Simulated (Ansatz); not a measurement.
Born–Oppenheimer molecular dynamics of CH7NOSi (11 atoms, charge 0, multiplicity 1). It starts from a relaxed structure.

Method: Ansatz, RHF/def2-SVP.

* ensemble: NVT, Nosé–Hoover chain
* time step: 0.5 fs
* steps asked: 150
* set temperature: 1000 K
* thermostat: time constant 100 fs, chain length 3 (defaults)
* seed: 692244

First frame:

```xyz
11
Properties=species:S:1:pos:R:3
Si 0.038 -0.172 0.054
O -0.036 -0.271 1.700
C -1.171 -0.268 2.504
H -1.861 -1.072 2.232
H -0.871 -0.413 3.542
H -1.710 0.683 2.436
H 1.478 -0.203 -0.248
H -0.602 1.089 -0.390
N -0.778 -1.430 -0.779
H -0.471 -2.382 -0.782
H -1.714 -1.334 -1.117
```

How far do the bonds stretch over the last three quarters of this one trajectory? (Pairs bonded in most of those frames.)


```tsv
bond	mean (Å)	spread (Å)	shortest	longest
Si1–O2	1.655	0.025	1.62	1.71
Si1–H7	1.478	0.017	1.45	1.50
Si1–H8	1.500	0.096	1.35	1.64
Si1–N9	1.708	0.057	1.64	1.81
O2–C3	1.391	0.021	1.35	1.43
C3–H4	1.098	0.046	1.03	1.17
C3–H5	1.101	0.056	1.02	1.18
C3–H6	1.099	0.041	1.03	1.18
N9–H10	1.002	0.014	0.97	1.03
N9–H11	1.001	0.024	0.96	1.04
```

Mean temperature of the second half: 537 K. The conserved energy stayed within 0.72 meV per atom of its start (net change 0.4 meV per atom), so the integration is sound. The mean temperature of the second half is 46 % below the set value. A run of 0.075 ps of so small a system gives no equilibrium averages.

The run took 4.2 min on 1 thread of Arm Neoverse V1, with other jobs on the host, peak memory 0.17 GiB.
